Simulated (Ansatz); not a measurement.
`C[CH2][InH2]` + `CNBN` → `CN(C)BN` + `[CH3][InH2]`  (substitution at a C–C bond)

Calculated with Ansatz (gas phase, PBE0-D4/def2-TZVP geometries, no zero-point term in ΔE). CCSD(T)/CBS is the MP2 limit (def2-TZVPP, def2-QZVPP) plus CCSD(T) − MP2 in def2-TZVPP, frozen cores. Functionals use def2-TZVPP. Elements past krypton have def2 core potentials. For In outer-core shells are correlated without core-valence functions, which leaves a few kJ/mol of doubt a bond. Each species was taken in one conformer, which may not be the lowest.

| level | ΔE (eV) |
| --- | --- |
| CAM-B3LYP | 0.08 |
| SCS-MP2/def2-TZVPP | 0.08 |

**Question.** What does CCSD(T)/CBS give? (Estimate.)

**Answer.** The calculation gave: +0.10 eV. The listed levels differ from it by -0.02, -0.02 eV.

Largest T1 diagnostic among the species: 0.013.

The D4 term adds −0.03 eV with B3LYP and −0.02 eV with PBE0; it sums over pairs of atoms, weighted by their polarisabilities, and B3LYP, whose exchange is more repulsive, gets the larger term. Leaving LDA and LC-ωPBE aside and taking each functional with its dispersion term where it has one, the values, not all of them listed here, spread over 0.03 eV, from CAM-B3LYP-D4 to B2PLYP. LDA lies −0.08 eV from PBE without D4.

B3LYP here is the variant with VWN-RPA as its local correlation; programs differ in this.
